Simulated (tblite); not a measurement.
Compound: C5H12OSi2.
Geometry (GFN2-xTB, Å), atoms numbered from 1 in this order:
```
atom  x, y, z in Å
C1    -2.8257    0.1133   -0.4285
C2    -1.6531   -0.3948   -0.0505
C3    -1.4437   -1.8353   -0.0687
O4    -0.3525   -2.3448    0.0357
Si5   -0.0764    0.5467    0.4551
C6    -0.4998    2.4044    0.4034
Si7    1.6637   -0.0489   -0.9654
C8     2.8685   -1.2323   -0.1026
H9    -3.0017    1.1756   -0.4454
H10   -3.6468   -0.5117   -0.7530
H11   -2.3519   -2.4610   -0.1787
H12    0.0990    0.1935    1.8793
H13   -0.7364    2.7320   -0.6047
H14    0.3476    2.9906    0.7428
H15   -1.3427    2.6536    1.0409
H16    1.1843   -0.6765   -2.2071
H17    2.4236    1.1431   -1.3930
H18    3.3076   -0.7788    0.7819
H19    3.6811   -1.5243   -0.7618
H20    2.3501   -2.1338    0.2075
```

Computed with GFN2-xTB (tblite): harmonic, unscaled wavenumbers at the GFN2-xTB geometry, gas phase. Errors from tens to a few hundred cm⁻¹ against measured bands are possible. Modes of hydrogen on silicon can be 10 to 20 % off. One conformer, not necessarily the lowest.

Harmonic wavenumbers (cm⁻¹): 28.0, 51.8, 79.1, 106.8, 114.2, 138.9, 146.3, 147.7, 154.5, 194.0, 315.8, 349.5, 410.4, 434.5, 548.7, 561.5, 581.7, 603.3, 644.8, 660.4, 670.1, 746.3, 755.4, 807.4, 808.9, 822.6, 833.2, 840.9, 918.8, 934.5, 950.8, 1217.4, 1348.7, 1366.1, 1371.3, 1411.8, 1484.4, 1485.9, 1494.1, 1499.2, 1644.9, 1722.5, 2120.6, 2135.3, 2181.0, 2748.0, 3031.0, 3035.3, 3036.4, 3037.0, 3048.0, 3054.2, 3054.7, 3118.3.

A = 1683, B = 1113, C = 755.9 MHz; mass 144.043 u (most abundant isotopes); point group C1, symmetry number 1.

Task: What is the zero-point energy?

Result: ½Σν̃ = 32503 cm⁻¹ = 388.83 kJ/mol.

Task: Give the ideal-gas entropy at 298.15 K and 1 bar in the rigid-rotor, harmonic-oscillator model (classical rotation).

Result: Translation 170.84, rotation 124.72, vibration 182.15: S = 477.7 J/(mol K).

Task: And Cp and H(298.15 K) − H(0)?

Result: Cp = 198.10 J/(mol K), of which vibrations give 164.85 (their classical limit is 54 R = 449.0); H(298.15 K) − H(0) = 36.91 kJ/mol without the zero-point energy, 26.99 from vibrations.

Task: Which modes carry the vibrational entropy at 298.15 K?

Result: 28.0 cm⁻¹: 24.96; 51.8 cm⁻¹: 19.86; 79.1 cm⁻¹: 16.37; 106.8 cm⁻¹: 13.92; 114.2 cm⁻¹: 13.37; 138.9 cm⁻¹: 11.79 J/(mol K); the other 48 give 81.87 together.

Task: What must be added to the electronic energy to get the Gibbs energy at 298.15 K and 1 bar?

Result: ZPE + [H(298.15 K) − H(0)] − T·S = 388.83 + 36.91 − 142.43 = 283.31 kJ/mol.

Hindered rotation and anharmonicity are outside this model. Other conformers, if any are populated, would add a mixing term that is left out. The structure is chiral; the term R ln 2 for an equal mix with its mirror image is left out.
